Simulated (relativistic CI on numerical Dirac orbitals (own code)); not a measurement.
# Energy levels of Ga XXV

Calculated at this level of theory: Dirac-Coulomb-Breit CI, KLI orbitals optimised for each configuration, a model potential for QED, unscaled Slater integrals (own radial code, finite nucleus).

Configurations in the expansion (outside the closed core 1s2): 2s2.2p3, 2s.2p4, 2p5, 2p4.3s, 2p4.3p, 2p4.3d, 2s2.2p2.3s, 2s2.2p2.3p, 2s2.2p2.3d, 2s.2p3.3s, 2s.2p3.3p, 2s.2p3.3d, 2s2.2p2.4s, 2s2.2p2.4p, 2s2.2p2.4d, 2s2.2p2.4f. Levels of other configurations are missing.

```tsv
No.	Configuration	Term	J	E (eV)	%	Next component (%)	jj configuration (%)
41	2s2.2p2.3p	2D°	5/2	1437.81	51	23 4P°	2p3/2^2 3p3/2 (88)
42	2s2.2p2.3d	2P	3/2	1439.38	40	37 4F	2p1/2 2p3/2 3d3/2 (93)
43	2s2.2p2.3p	2F°	7/2	1439.54	65	33 4D°	2p3/2^2 3p3/2 (87)
44	2s2.2p2.3p	2D°	5/2	1440.17	68	18 2F°	2p3/2^2 3p1/2 (81)
45	2s2.2p2.3d	4F	7/2	1440.67	63	30 4D	2p1/2 2p3/2 3d5/2 (93)
46	2s2.2p2.3d	4F	5/2	1440.69	51	35 2F	2p1/2 2p3/2 3d3/2 (88)
47	2s2.2p2.3d	4D	1/2	1440.83	81	14 2P	2p1/2 2p3/2 3d3/2 (98)
48	2s2.2p2.3p	2P°	1/2	1441.09	81	11 2S°	2p3/2^2 3p3/2 (69)
49	2s2.2p2.3d	4D	3/2	1446.36	46	29 2P	2p1/2 2p3/2 3d5/2 (84)
50	2s2.2p2.3d	2F	7/2	1446.36	40	27 4D	2p1/2 2p3/2 3d3/2 (66)
51	2s2.2p2.3d	2F	5/2	1446.62	47	35 4P	2p1/2 2p3/2 3d5/2 (87)
52	2s2.2p2.3d	4F	9/2	1448.50	67	32 2G	2p1/2 2p3/2 3d5/2 (87)
53	2s.2p3.3s	4S°	3/2	1448.85	69	7 2P°	2s 2p3/2 3s (46)
54	2s2.2p2.3d	4D	5/2	1452.98	38	29 2D	2p1/2 2p3/2 3d5/2 (43)
55	2s2.2p2.3d	4P	3/2	1454.79	57	20 2P	2p1/2 2p3/2 3d3/2 (73)
56	2s2.2p2.3d	4P	1/2	1456.20	66	21 2S	2p1/2 2p3/2 3d3/2 (74)
57	2s2.2p2.3p	2P°	3/2	1456.28	68	11 2D°	2p3/2^2 3p3/2 (86)
58	2s2.2p2.3p	2P°	1/2	1457.72	89	5 4D°	2p3/2^2 3p1/2 (88)
59	2s2.2p2.3d	2P	1/2	1459.07	81	11 4D	2p1/2 2p3/2 3d5/2 (63)
60	2s2.2p2.3d	2G	7/2	1459.86	39	39 2F	2p1/2 2p3/2 3d5/2 (61)
61	2s2.2p2.3d	2D	5/2	1460.65	64	30 2F	2p1/2 2p3/2 3d5/2 (51)
62	2s2.2p2.3d	2D	3/2	1461.25	79	14 2P	2p1/2 2p3/2 3d5/2 (84)
63	2s2.2p2.3p	2P°	3/2	1463.22	70	15 2D°	2p3/2^2 3p3/2 (91)
64	2s.2p3.3p	6P	3/2	1466.06	85	9 4P	2s 2p3/2 3p1/2 (47)
65	2s.2p3.3p	6P	5/2	1467.40	75	18 4P	2s 2p3/2 3p1/2 (42)
66	2s.2p3.3p	6P	7/2	1473.14	88	9 4D	2s 2p3/2 3p3/2 (49)
67	2s2.2p2.3d	2F	7/2	1477.21	54	25 4D	2p3/2^2 3d5/2 (87)
68	2s.2p3.3s	4D°	1/2	1477.33	75	14 2P°	2s 2p3/2 3s (67)
69	2s.2p3.3s	4D°	3/2	1477.96	66	19 4P°	2s 2p3/2 3s (55)
70	2s.2p3.3s	4D°	5/2	1479.59	68	21 4P°	2s 2p1/2 2p3/2^2 3s (64)
71	2s2.2p2.3d	2G	9/2	1479.77	67	31 4F	2p3/2^2 3d5/2 (86)
72	2s2.2p2.3d	2D	3/2	1481.48	45	24 2s.2p3.3p 4P	2p3/2^2 3d3/2 (58)
73	2s2.2p2.3d	2D	5/2	1482.11	44	21 2F	2p3/2^2 3d3/2 (67)
74	2s.2p3.3p	4P	3/2	1482.18	56	17 2s2.2p2.3d 2D	2s 2p3/2 3p3/2 (40)
75	2s2.2p2.3d	2P	1/2	1482.48	78	6 4D	2p3/2^2 3d5/2 (36)
76	2s.2p3.3p	4P	5/2	1483.43	73	16 6P	2s 2p1/2 2p3/2^2 3p3/2 (40)
77	2s.2p3.3p	4P	1/2	1485.01	86	4 2s2.2p2.3d 2P	2s 2p3/2 3p3/2 (44)
78	2s2.2p2.3d	2F	7/2	1485.91	58	29 2G	2p3/2^2 3d3/2 (86)
79	2s.2p3.3s	4D°	7/2	1487.67	98	1 2s2.2p2.3p 4D°	2s 2p1/2 2p3/2^2 3s (98)
80	2s.2p3.3s	2D°	3/2	1489.45	64	20 2P°	2s 2p1/2 2p3/2^2 3s (53)
81	2s2.2p2.3d	2S	1/2	1489.77	67	22 4P	2p3/2^2 3d3/2 (45)
82	2s2.2p2.3d	2P	3/2	1491.48	70	14 2D	2p3/2^2 3d5/2 (79)
83	2s2.2p2.3d	2D	5/2	1492.79	63	29 2F	2p3/2^2 3d5/2 (80)
84	2s.2p3.3s	2D°	5/2	1497.09	78	14 4D°	2s 2p1/2 2p3/2^2 3s (92)
85	2s2.2p2.3d	2D	5/2	1503.96	74	14 2F	2p3/2^2 3d5/2 (86)
```

Energies count from the lowest computed level; ° marks odd parity. Filled j subshells are mostly left out of the jj labels.

The mean weight of the leading LS term, summed over parents, in these 45 levels is 66 %, and that of the leading jj configuration (from the same eigenvectors) 71 %.

At this charge energies of transitions that change n are usually good to better than 1 %, and those within a shell (Δn = 0) to a few per cent.

LS names give the leading component of a level, which can be under half, so a name can repeat, a term be missing and a line seem to break the LS rules.
